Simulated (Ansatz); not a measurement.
```
atom   x (Å)   y (Å)   z (Å)
  Ni  0.0000  0.0000  0.0000
   N  0.0000  0.0000  1.6200
```

Basis set: pcseg-2 (spherical functions). Some runs use density fitting. Charge 0, multiplicity 2.

Computed with Ansatz (development build ahead of 0.2.0); each method stands on the lowest determinant of its kind that the runs found. Restricted functionals stand beside restricted open-shell atoms, which can lie above the unrestricted atoms usual in DFT and then raise those values.

(1) Give the atomization energy at this shape (free ground-state atoms in the same class of orbitals less the molecule, no zero-point energy) of doublet NiN by ωB97X (unrestricted), PBE (unrestricted), PBE0 (unrestricted), PBE0 (restricted open-shell), UHF.

## Answers

(1)

| method | atomization energy |
| --- | --- |
| ωB97X (unrestricted) | 45.54 kcal/mol |
| PBE (unrestricted) | 77.53 kcal/mol |
| PBE0 (unrestricted) | 42.41 kcal/mol |
| PBE0 (restricted open-shell) | 31.47 kcal/mol |
| UHF | -43.86 kcal/mol |

Caution: another spin multiplicity may lie lower. Caution for ωB97X (unrestricted), PBE (unrestricted): the unrestricted determinant is spin contaminated. Caution for PBE0 (unrestricted), UHF: the unrestricted determinant is a mixture of spin states. Caution for UHF: the molecule lies well above its atoms at this level.

The shape needn't be a minimum at these levels.
